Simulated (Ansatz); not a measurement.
Si5⁻, that is [Si5]2- with one electron fewer. Charge -1, multiplicity 2. Geometry r2SCAN-D4/def2-SVPD, that of the charge -2 singlet.

Cartesian coordinates in Å:
```
Si -0.384 -0.807 1.651
Si 0.065 -1.332 -0.636
Si 1.218 0.603 0.578
Si -1.283 0.729 0.058
Si 0.385 0.807 -1.651
```

At PBE-D4/def2-TZVPD the gap within one spin of the charge -1 doublet nearly closes, so an electron or hole may be smeared out by delocalisation error.

Problem. Estimate the α-spin orbital energies around the gap (eV) in Ansatz with PBE-D4/def2-TZVPD, r2SCAN-D4/def2-TZVPD, PBE0-D4/def2-TZVPD.

Solution. 
```csv
orbital,PBE-D4/def2-TZVPD,r2SCAN-D4/def2-TZVPD,PBE0-D4/def2-TZVPD
HOMO−5,-2.07,-2.50,-3.27
HOMO−4,-1.76,-1.97,-2.58
HOMO−3,-1.75,-1.96,-2.57
HOMO−2,-1.17,-1.68,-2.39
HOMO−1,-1.04,-1.14,-1.83
HOMO,-0.86,-0.99,-1.47
LUMO,1.74,1.79,2.33
LUMO+1,1.74,1.80,2.35
LUMO+2,2.58,2.93,3.10
LUMO+3,2.58,2.94,3.12
LUMO+4,3.07,3.12,3.54
LUMO+5,3.13,3.57,3.57
β HOMO,-0.76,-0.82,-1.46
β LUMO,-0.70,-0.65,-0.07
```
